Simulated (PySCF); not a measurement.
Bonds (- single, = double, # triple, : aromatic): B1-N2 1.418 Å, N2-B3 1.417 Å, B3-Cl4 1.761 Å. B1 carries H5, H6; N2 carries H7; B3 carries H8.

Geometry: PBE0-D3(BJ)/def2-SVP; GIAO shifts from PySCF 2.14.0 with density-fitted response routines, gas phase, non-relativistic, averaged over equivalent atoms.

At PBE0/IGLO-III (189 basis functions, 11 s wall time on 1 thread of an Arm Neoverse V1, shared host):
```tsv
atoms	δ (ppm)
B1	52.8
B3	47.8
N2	187.9
Cl4	188.1
H7	6.91
H8	5.81
H5/H6	5.61
```

Shifts are taken against calculated references (same method and geometry level): ¹¹B (99.94 ppm) against BF3·OEt2; NH3 for ¹⁵N (260.55 ppm); ³⁵Cl (944.80 ppm) vs HCl; ¹H (31.37 ppm) vs TMS.

Problem. Predict the values at BLYP/pcSseg-2 on the same geometry.

Solution. 
```csv
atoms,δ at BLYP/pcSseg-2,change
B1,51.3,-1.5
B3,47.5,-0.3
N2,200.8,+12.9
Cl4,201.5,+13.4
H7,7.12,+0.21
H8,5.75,-0.06
H5/H6,5.46,-0.15
```

Referencing at the same level of theory: ¹¹B (91.12 ppm) vs BF3·OEt2; NH3 for ¹⁵N (257.55 ppm); ³⁵Cl (920.16 ppm) vs HCl; ¹H (31.38 ppm) vs TMS.

The largest change is at Cl4 (chlorine bonded to B). Cost: 207 basis functions, 18 s wall time on 1 thread of an Arm Neoverse V1, shared host.

Experimental scales use liquid or dissolved standards, which lie at an offset from isolated NH3 (liquid NH3: subtract about 20 ppm). Unscaled 15N shifts of sp2 nitrogen often come out too high even then, by a few to some tens of ppm.
